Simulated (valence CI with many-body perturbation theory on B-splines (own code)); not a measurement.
E1 transitions of Re⁶⁹⁺

Method: configuration interaction combined with many-body perturbation theory (CI+MBPT): four valence electrons over a frozen Dirac-Fock core [He], radial functions for each j: 11 s, 11 p, 10 d, 8 f, 5 g, 2 h, with the one-electron correlation potential Σ1 (screened to all orders), the two-electron term Σ2, the three-electron term Σ3, Breit, model QED; selected single and double excitations, second order for the rest, scaled by the run's own slope (own B-spline code, finite nucleus).

No measured spectrum was set against this ion. As an estimate, large intervals hold to a few tenths of a per cent, small ones and those within an open d or f shell to about a per cent. Among the levels kept, up to 1300 cm⁻¹ of a level comes from second order outside the variational space, and about a tenth of that is noise between levels of different J, which matters for small intervals.

Lines 201 to 250 of 600 in falling wavelength, among levels below 15026 eV, chosen from the strongest by gf and those to the six lowest levels. Wavelengths and rates use the calculated energies. Electric multipoles are in the length gauge, E1 and E2 with the static RPA response of the core. Weak lines are less certain than strong ones. Lines between different terms over intervals too small for the method are left out, as are lines whose strength nearly cancels. The highest levels of a list are the least certain.

Levels are named by their leading jj configuration (3d3/2^4 stands for four electrons in 3d with j = 3/2), which in mixed levels can hold well under half, so a name can repeat and another be missing. Letters in brackets count levels of one name in rising energy.

| λ vac (nm) | Upper | Lower | A (s⁻¹) | S (a.u.) |
| --- | --- | --- | --- | --- |
| 0.6638 | (2s 2p3/2^3) J=1 | (2s^2 2p3/2^2) J=0 | 6.76e+12 | 2.93e-03 |
| 0.6633 | (2s 2p3/2^2 3p3/2) J=2 [c] | (2s^2 2p3/2 3p3/2) J=2 | 1.20e+13 | 8.68e-03 |
| 0.6632 | (2p1/2^2 2p3/2 3p3/2) J=3 | (2s 2p1/2^2 3p3/2) J=2 | 9.86e+12 | 9.94e-03 |
| 0.6630 | (2p1/2^2 2p3/2 3d5/2) J=4 | (2s 2p1/2^2 3d5/2) J=3 | 8.84e+12 | 1.14e-02 |
| 0.6630 | (2p1/2 2p3/2^2 3p3/2) J=3 [b] | (2s 2p1/2 2p3/2 3p3/2) J=3 [b] | 7.44e+12 | 7.49e-03 |
| 0.6624 | (2s 2p1/2 2p3/2 3p1/2) J=1 [b] | (2s^2 2p1/2 3p1/2) J=1 | 1.46e+13 | 6.26e-03 |
| 0.6623 | (2s 2p1/2 2p3/2 3s) J=1 [b] | (2s^2 2p1/2 3s) J=1 | 1.21e+13 | 5.19e-03 |
| 0.6622 | (2s 2p1/2 2p3/2 3d3/2) J=3 [c] | (2s^2 2p1/2 3d3/2) J=2 | 1.18e+13 | 1.18e-02 |
| 0.6620 | (2s 2p1/2 2p3/2 3d3/2) J=2 [d] | (2s^2 2p1/2 3d3/2) J=1 | 9.65e+12 | 6.91e-03 |
| 0.6617 | (2s 2p1/2 2p3/2 3d3/2) J=1 [c] | (2s^2 2p1/2 3d3/2) J=2 | 1.17e+13 | 5.03e-03 |
| 0.6615 | (2s 2p3/2^2 3p3/2) J=1 [c] | (2s^2 2p3/2 3p3/2) J=0 | 5.30e+12 | 2.27e-03 |
| 0.6615 | (2p1/2^2 2p3/2 3d3/2) J=2 | (2s 2p1/2^2 3d3/2) J=2 | 5.12e+12 | 3.66e-03 |
| 0.6615 | (2s 2p1/2 2p3/2 3p1/2) J=2 [c] | (2s^2 2p1/2 3p1/2) J=1 | 1.31e+13 | 9.38e-03 |
| 0.6614 | (2s 2p1/2 2p3/2 3d5/2) J=2 [c] | (2s^2 2p1/2 3d5/2) J=3 | 3.80e+12 | 2.71e-03 |
| 0.6614 | (2s 2p1/2 2p3/2 3p1/2) J=1 [c] | (2s^2 2p1/2 3p1/2) J=0 | 1.39e+13 | 5.93e-03 |
| 0.6610 | (2s 2p1/2 2p3/2 3d5/2) J=3 [d] | (2s^2 2p1/2 3d5/2) J=3 | 1.30e+13 | 1.30e-02 |
| 0.6608 | (2s 2p3/2^2 3d3/2) J=2 [b] | (2s^2 2p3/2 3d3/2) J=1 | 3.89e+12 | 2.77e-03 |
| 0.6603 | (2p1/2 2p3/2^2 3s) J=1 [b] | (2s 2p1/2 2p3/2 3s) J=2 [c] | 1.22e+13 | 5.22e-03 |
| 0.6603 | (2p1/2 2p3/2^2 3p1/2) J=1 [b] | (2s 2p1/2 2p3/2 3p1/2) J=2 [c] | 1.25e+13 | 5.31e-03 |
| 0.6599 | (2s 2p3/2^2 3d3/2) J=1 [b] | (2s^2 2p3/2 3d3/2) J=2 | 1.33e+13 | 5.64e-03 |
| 0.6598 | (2s 2p1/2 2p3/2 3d5/2) J=2 [c] | (2s^2 2p1/2 3d5/2) J=2 | 9.99e+12 | 7.08e-03 |
| 0.6596 | (2s 2p1/2 2p3/2 3d5/2) J=2 [d] | (2s^2 2p1/2 3d5/2) J=3 | 1.09e+13 | 7.71e-03 |
| 0.6596 | (2s 2p3/2^2 3d3/2) J=3 [b] | (2s^2 2p3/2 3d3/2) J=3 | 1.42e+13 | 1.41e-02 |
| 0.6596 | (2p1/2 2p3/2^2 3s) J=0 | (2s 2p1/2 2p3/2 3s) J=1 [c] | 1.78e+13 | 2.52e-03 |
| 0.6594 | (2p1/2^2 2p3/2 3d3/2) J=2 | (2s 2p1/2^2 3d3/2) J=1 | 4.68e+12 | 3.31e-03 |
| 0.6593 | (2p1/2 2p3/2^2 3p1/2) J=1 [b] | (2s 2p1/2 2p3/2 3p1/2) J=1 [b] | 7.16e+12 | 3.04e-03 |
| 0.6593 | (2s 2p1/2 2p3/2 3d5/2) J=1 [c] | (2s^2 2p1/2 3d5/2) J=2 | 1.36e+13 | 5.77e-03 |
| 0.6593 | (2s 2p1/2 2p3/2 3p3/2) J=1 [c] | (2s^2 2p1/2 3p3/2) J=1 | 8.84e+12 | 3.75e-03 |
| 0.6593 | (2s 2p1/2 2p3/2 3p3/2) J=2 [d] | (2s^2 2p1/2 3p3/2) J=2 | 1.20e+13 | 8.51e-03 |
| 0.6592 | (2s 2p3/2^2 3p3/2) J=0 | (2s^2 2p3/2 3p3/2) J=1 | 2.18e+13 | 3.08e-03 |
| 0.6591 | (2p1/2^2 2p3/2 3p1/2) J=1 | (2s 2p1/2^2 3p1/2) J=0 | 6.76e+12 | 2.87e-03 |
| 0.6590 | (2s 2p1/2 2p3/2 3s) J=2 [c] | (2s^2 2p1/2 3s) J=1 | 1.27e+13 | 8.96e-03 |
| 0.6590 | (2p1/2^2 2p3/2 3d5/2) J=3 | (2s 2p1/2^2 3d5/2) J=2 | 4.14e+12 | 4.09e-03 |
| 0.6589 | (2p1/2 2p3/2^2 3p1/2) J=0 | (2s 2p1/2 2p3/2 3p1/2) J=1 [c] | 2.21e+13 | 3.13e-03 |
| 0.6588 | (2s 2p1/2 2p3/2 3s) J=1 [c] | (2s^2 2p1/2 3s) J=0 | 1.13e+13 | 4.80e-03 |
| 0.6587 | (2p1/2^2 2p3/2 3d3/2) J=3 | (2s 2p1/2^2 3d3/2) J=2 | 8.85e+12 | 8.74e-03 |
| 0.6585 | (2s 2p3/2^2 3s) J=1 [b] | (2s^2 2p3/2 3s) J=1 | 1.90e+13 | 8.03e-03 |
| 0.6584 | (2p1/2^2 2p3/2 3p1/2) J=2 | (2s 2p1/2^2 3p1/2) J=1 | 9.94e+12 | 7.00e-03 |
| 0.6582 | (2s 2p3/2^2 3d5/2) J=3 [c] | (2s^2 2p3/2 3d5/2) J=2 | 5.57e+12 | 5.49e-03 |
| 0.6581 | (2s 2p3/2^2 3d5/2) J=2 [c] | (2s^2 2p3/2 3d5/2) J=1 | 3.61e+12 | 2.54e-03 |
| 0.6581 | (2s 2p3/2^2 3d3/2) J=1 [c] | (2s^2 2p3/2 3d3/2) J=0 | 7.54e+12 | 3.18e-03 |
| 0.6578 | (2s 2p3/2^2 3s) J=1 [a] | (2s^2 2p3/2 3s) J=2 | 1.05e+13 | 4.41e-03 |
| 0.6574 | (2s 2p3/2^2 3p3/2) J=3 [b] | (2s^2 2p3/2 3p3/2) J=3 | 1.67e+13 | 1.64e-02 |
| 0.6573 | (2s 2p3/2^2 3p1/2) J=1 [b] | (2s^2 2p3/2 3p1/2) J=2 | 1.04e+13 | 4.37e-03 |
| 0.6570 | (2p1/2 2p3/2^2 3s) J=1 [b] | (2s 2p1/2 2p3/2 3s) J=1 [b] | 6.11e+12 | 2.57e-03 |
| 0.6569 | (2s 2p3/2^2 3p1/2) J=1 [a] | (2s^2 2p3/2 3p1/2) J=1 | 1.85e+13 | 7.76e-03 |
| 0.6569 | (2s 2p3/2^2 3p1/2) J=2 [b] | (2s^2 2p3/2 3p1/2) J=2 | 1.92e+13 | 1.34e-02 |
| 0.6568 | (2s 2p3/2^2 3d5/2) J=4 [b] | (2s^2 2p3/2 3d5/2) J=4 | 1.47e+13 | 1.85e-02 |
| 0.6568 | (2s 2p3/2^2 3d3/2) J=2 [c] | (2s^2 2p3/2 3d3/2) J=3 | 1.30e+13 | 9.10e-03 |
| 0.6566 | (2s 2p3/2^2 3d3/2) J=3 [b] | (2s^2 2p3/2 3d3/2) J=2 | 3.33e+12 | 3.26e-03 |
